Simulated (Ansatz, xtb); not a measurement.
H10Si3Sn: 4 structures ranked

4 gas-phase structures of H10Si3Sn, found in a search over its isomers (lower ones may exist). Each was relaxed with GFN2-xTB:

A. `[SiH3][SiH2][SiH2][SnH3]`, a singlet
B. `[SiH3][SnH]([SiH3])[SiH3]`, a singlet
C. `[SiH3][SiH2][SnH2][SiH3]`, a singlet
D. `[SiH3][SiH]([SiH3])[SnH3]`, a singlet

Task: Which do you expect lowest at r2SCAN-D4/def2-SVP, and how would the others follow?

Result: Calculated order at r2SCAN-D4/def2-SVP: B (0.0), C (6.5), D (10.1), A (12.1) kcal/mol.

Energies above the lowest of each column, in kcal/mol; the last columns are at PBE0-D3(BJ)/def2-SVP geometries (a dash: not run or not comparable):

```csv
structure,GFN2-xTB,HF/STO-3G,r2SCAN-D4/def2-SVP,PBE0-D3(BJ)/def2-SVP,CCSD(T)/def2-SVP + ΔMP2/def2-TZVPP
B,0.0,0.0,0.0,0.0,0.0
C,13.2,10.0,6.5,5.3,6.5
D,28.7,18.5,10.1,8.7,10.9
A,28.5,18.1,12.1,10.1,–
```

Every level run on B puts it lowest or level with the lowest. Flexible structures stand in one conformer each, not always the lowest. Frequencies (PBE0-D3(BJ)/def2-SVP) were run for B, C, D alone. Atoms past krypton carry core potentials in the def2 sets, without spin–orbit terms. ΔMP2 is the change of the MP2 energy from the smaller to the larger basis.

Over these structures GFN2-xTB departs from r2SCAN-D4/def2-SVP by 7.1 kcal/mol on average once a common shift is removed. A GFN2-xTB relaxation took about 0.45 s and the r2SCAN-D4/def2-SVP energy about 6.8 s on a shared host (Ansatz 0.2.0, xtb 6.7.1).
